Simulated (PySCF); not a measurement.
SMILES Bc1cccc(C#N)c1 (C7H6BN), singlet, GFN2-xTB optimised geometry.

```
15

B     -1.40    -2.49     0.00
C     -0.62    -1.15     0.00
C      0.78    -1.12     0.00
C      1.49     0.07     0.00
C      0.81     1.28     0.00
C     -0.58     1.28     0.00
C     -1.29     2.51     0.00
N     -1.86     3.50     0.00
C     -1.29     0.08     0.00
H     -2.57    -2.48     0.00
H     -0.82    -3.50     0.00
H      1.33    -2.05     0.00
H      2.57     0.07     0.00
H      1.35     2.22     0.00
H     -2.37     0.10     0.00
```

Density from PySCF with B3LYP/def2-TZVP at that geometry.

Minimum of the electron density along straight lines between bonded atoms, close to the bond critical point (lines longer than 1.1 times the sum of covalent radii, or with two minima, are not listed):

```csv
bond,length / Å,ρ at the minimum / e bohr⁻³,∇²ρ there / e bohr⁻⁵,position (fraction from the first atom)
B1–C2,1.549,0.192,-0.20,0.33
C2–C3,1.403,0.314,-0.93,0.49
C3–C4,1.384,0.326,-0.99,0.50
C4–C5,1.383,0.326,-0.99,0.49
C5–C6,1.396,0.317,-0.94,0.49
C6–C7,1.415,0.297,-0.89,0.46
C7–N8,1.146,0.504,-0.15,0.35
C2–C9,1.399,0.316,-0.94,0.48
C6–C9,1.392,0.320,-0.95,0.51
B1–H10,1.168,0.195,-0.37,0.44
B1–H11,1.168,0.195,-0.37,0.44
C3–H12,1.080,0.292,-1.06,0.65
C4–H13,1.080,0.290,-1.05,0.65
C5–H14,1.080,0.292,-1.06,0.65
C9–H15,1.081,0.292,-1.06,0.65
```
